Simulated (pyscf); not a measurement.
**•S–GeH₃, doublet**

Gas-phase minimum from PySCF at ωB97X-D3(BJ)/def2-SVP, one conformer. •S–GeH₃ lies 8.3 kcal/mol over its isomer HS–GeH₂• (electronic energy, ωB97M-D3(BJ)/def2-TZVP). 

```xyz
5

S      0.5424     1.3098    -0.9284
Ge     0.7195    -0.5200     0.3009
H      0.9824    -0.0065     1.7247
H     -0.5853    -1.3267     0.2583
H      1.8944    -1.3826    -0.1794
```
Charge 0, spin multiplicity 2.

Bond lengths (Å): S1–Ge2 2.211, Ge2–H3 1.536, Ge2–H4 1.535, Ge2–H5 1.535. Angles (°): S1–Ge2–H3 104.6, S1–Ge2–H4 110.6, S1–Ge2–H5 110.6, H3–Ge2–H4 110.3, H3–Ge2–H5 110.3, H4–Ge2–H5 110.3.

Properties at ωB97X-D3(BJ)/def2-SVP:

| Item | Value |
|---|---|
| Harmonic wavenumbers, unscaled | 407, 419, 522, 856, 875, 908, 2188, 2193, 2198 cm⁻¹ |
| Zero-point energy | 15.1 kcal/mol |
| Rotational symmetry number | 1 |
| Entropy of this conformer at 298 K and 1 atm, rigid rotor and harmonic oscillator, modes under 100 cm⁻¹ raised to 100 | 280.7 J/(mol K) |
| Dipole moment | 1.44 D |
| Spin expectation value S2 | 0.753 |

Single-point totals, which compare only within one level (frozen core for MP2 and CC):

```
level                   total energy (hartree)
----------------------  ----------------------
ωB97X-D3(BJ)/def2-TZVP             -2476.94898
PBE/def2-TZVP                      -2476.48256
r²SCAN/def2-TZVP                   -2476.94032
B3LYP-D3(BJ)/def2-TZVP             -2477.05242
PBE0-D3(BJ)/def2-TZVP              -2476.57676
M06-2X/def2-TZVP                   -2476.95347
ωB97M-D3(BJ)/def2-TZVP             -2477.04199
UHF/def2-TZVPP                     -2474.64932
MP2/def2-TZVPP                     -2475.05504
CCSD/def2-TZVPP                    -2475.08888
CCSD(T)/def2-TZVPP                 -2475.10514
```

The CCSD(T) − MP2 part came from Ansatz, without density fitting, on the same reference. The frozen core leaves the outer d or s,p core shells of the metals and heavy elements correlated in the MP2 and CC values, and def2-TZVPP describes them poorly, so these totals are far from the basis limit. Elements up to Kr have no core potential and no relativistic terms here.
